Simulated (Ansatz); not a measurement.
BSiH4O2F (SMILES OB(F)O[SiH3]): methods side by side

BSiH4O2F has 9 atoms, charge 0, and is taken as a singlet. SMILES: `OB(F)O[SiH3]`. The shape is that of a PBE0-D4/def2-TZVP optimisation. This is one conformer, not always the lowest.

Quantity: the HOMO–LUMO gap, in eV. The values are calculated.

```json
{"level": "revPBE/6-31G* (spherical functions)", "kind": "GGA", "program": "Ansatz", "value (eV)": "7.19", "CPU time": "3.8 s"}
{"level": "BHLYP/6-31G* (spherical functions)", "kind": "global hybrid", "program": "Ansatz", "value (eV)": "11.89", "CPU time": "3.9 s"}
{"level": "PBE0/6-31G* (spherical functions)", "kind": "global hybrid", "program": "Ansatz", "value (eV)": "9.57", "CPU time": "4.5 s"}
{"level": "B3LYP/6-31G* (Cartesian functions)", "kind": "global hybrid", "program": "Ansatz", "value (eV)": "9.07", "CPU time": "4.9 s"}
{"level": "CAM-B3LYP/6-31G* (spherical functions)", "kind": "range-separated hybrid", "program": "Ansatz", "value (eV)": "11.99", "CPU time": "7.5 s"}
{"level": "wB97M-V/6-31G* (spherical functions)", "kind": "range-separated hybrid", "program": "Ansatz", "value (eV)": "13.61", "CPU time": "30 s"}
{"level": "wB97X/6-31G* (spherical functions)", "kind": "range-separated hybrid", "program": "Ansatz", "value (eV)": "14.16", "CPU time": "15 s"}
{"level": "PBE-QIDH/6-31G* (spherical functions)", "kind": "double hybrid", "program": "Ansatz", "value (eV)": "13.73", "CPU time": "5.8 s"}
```

The values span 7.19 to 14.16 eV. Orbital gaps aren't excitation energies, and those of double hybrids come from the SCF part alone; they tend to grow with the share of exact exchange. Times are those of the runs behind each value, whatever else they computed, on shared processors of several kinds: orders of magnitude only.
